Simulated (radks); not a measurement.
Neutral argon, [Ar]. Calculated with a radial shooting solver on a logarithmic mesh with Libxc functionals: non-relativistic Kohn-Sham, LDA (Slater exchange, Perdew-Wang correlation), spin-polarised, spherical densities, point nucleus. Every spin shell is full or empty, so the densities are truly spherical. Functionals are evaluated on that one density, not self-consistently. Rank these orbital-free kinetic functionals by their error against the exact value of the orbitals, and give that value: Thomas-Fermi, von Weizsacker, TF + vW, LC94, APBEK, revAPBEK, Perdew 92, Pearson, Ernzerhof.

Answer. Exact: 524.967 hartree. From best to worst, with 100 (|E| - |E exact|)/|E exact| (equal figures are ties): Ernzerhof -0.03, LC94 +0.14, APBEK +0.26, Perdew 92 -0.57, revAPBEK +0.59, Pearson -1.43, Thomas-Fermi -7.06, von Weizsacker -41.70, TF + vW +51.24.
